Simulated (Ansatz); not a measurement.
`[F][Al]([F])[SeH]` + CH₃OH → `C[O][Al]([F])[F]` + H₂Se at 298.15 K and 1 bar (ligand exchange at the Al–Se bond).

Computed with Ansatz on PBE0-D4/def2-TZVP structures; ΔE is electronic, products minus reactants. CBS: MP2 limit from def2 TZ/QZ plus the TZ coupled-cluster correction, frozen cores. This one scheme is used for every species. For Se outer-core shells are correlated without core-valence functions, which leaves a few kJ/mol of doubt a bond. Scalar relativity is left out up to krypton. Each species was taken in one conformer, which may not be the lowest.

| species | CCSD(T)/CBS energy (Eh) | H − E (kJ/mol) | S (J/(mol·K)) |
| --- | --- | --- | --- |
| `[F][Al]([F])[SeH]` | -2843.11067 | 53.2 | 328.8 |
| CH₃OH | -115.61712 | 146.3 | 238.2 |
| `C[O][Al]([F])[F]` | -556.83340 | 145.0 | 346.3 |
| H₂Se | -2401.89790 | 45.8 | 219.1 |

H − E and S are ideal-gas, rigid-rotor, harmonic terms from PBE0-D4/def2-TZVP, for one conformer and one mirror image of each species. 1 Eh = 2625.50 kJ/mol, R = 8.31446 J/(mol·K).

Question: By hand: ΔE, ΔH, ΔS and ΔG.

Answer: ΔE = (-556.83340) + (-2401.89790) − (-2843.11067) − (-115.61712) = -0.00351 Eh = -9.2 kJ/mol. Δ(H − E) = 145.0 + 45.8 − 53.2 − 146.3 = -8.7, so ΔH = -17.9 kJ/mol. ΔS = 346.3 + 219.1 − 328.8 − 238.2 = -1.6 J/(mol·K). ΔG = -17.9 − 298.15 × (-1.6)/1000 = -17.4 kJ/mol.

Question: By hand: the equilibrium constant, and the temperature at which ΔG would vanish if ΔH and ΔS stayed fixed.

Answer: log₁₀ K = −ΔG/(RT ln 10) = 3.0. ΔG = 0 at ΔH/ΔS = 11188 K, far beyond where these terms or the molecules hold.

The number of gas molecules stays the same, so ΔS is small and ΔH decides. A doubt of 5 kJ/mol in ΔE shifts log₁₀ K by 0.9 here. Other conformers and mirror images would add mixing entropy, several J/(mol·K) or more a flexible species. These are equilibria of isolated gas molecules and say nothing of rates. Largest T1 diagnostic: 0.012 (customary marks: 0.02 for closed shells, 0.045 for open ones).
